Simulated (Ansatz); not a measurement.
Reaction (redistribution): `C[SiH](C)[SnH3]` + `OC(F)BCl` → `C[SiH2][SnH3]` + `CC(O)(F)BCl`

Program: Ansatz. Geometries: PBE0-D4/def2-TZVP. ΔE: electronic, gas phase. CCSD(T)/CBS is the MP2 limit (def2-TZVPP, def2-QZVPP) plus CCSD(T) − MP2 in def2-TZVPP, frozen cores. Functionals use def2-TZVPP. B3LYP here is the variant with VWN-RPA as its local correlation; programs differ in this. def2 core potentials past Kr. For Sn outer-core shells are correlated without core-valence functions, which leaves a few kJ/mol of doubt a bond. Each species was taken in one conformer, which may not be the lowest.

| level | ΔE (kJ/mol) |
| --- | --- |
| PBE0-D4 | 20.1 |
| B3LYP-D4 | 21.4 |
| r2SCAN | 18.3 |
| PBE0 | 20.0 |
| B3LYP | 21.6 |
| HF/def2-TZVPP | 16.6 |
| MP2/def2-TZVPP | 20.4 |
| HF/def2-QZVPP | 17.0 |

(1) What does CCSD(T)/CBS give? (An estimate is asked.)

Largest T1 diagnostic among the species: 0.013.

## Answers

(1) Computed: +19.3 kJ/mol. The listed levels differ from it by 0.8, 2.1, -1.0, 0.7, 2.3, -2.7, 1.1, -2.3 kJ/mol.
